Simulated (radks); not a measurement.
Effect of the nuclear size on the vanadium ion V+, [Ar] 3d4. Method: Dirac Kohn-Sham, PBE, spin-unpolarised, spherical densities, finite nucleus; open shells fill j = l - 1/2 first; Fermi nuclear charge, rms radius 3.6002 fm; computed with a radial shooting solver on a logarithmic mesh with Libxc functionals. The rms radius is varied about that value; shifts are against it.

rms radius (fm)  total energy shift (eV)  density at nucleus (e/bohr^3)  1s1/2 shift (meV)  2s1/2 shift (meV)  3s1/2 shift (meV)
3.071                            -0.0163                           9934              -6.89             -0.593             -0.083
3.3734                          -0.00727                           9903              -3.08             -0.265             -0.037
3.6002                                 0                           9881              0.000              0.000              0.000
3.7118                           0.00375                           9871               1.59              0.137              0.019
4.0502                            0.0158                           9842               6.68              0.576              0.081

Slopes of the eigenvalues against <r^2> in GHz/fm^2, as finite differences over the two radii next to the reference (eigenvalue slopes, not the field-shift constants of lines): 1s1/2 471, 2s1/2 40.5, 3s1/2 5.68.
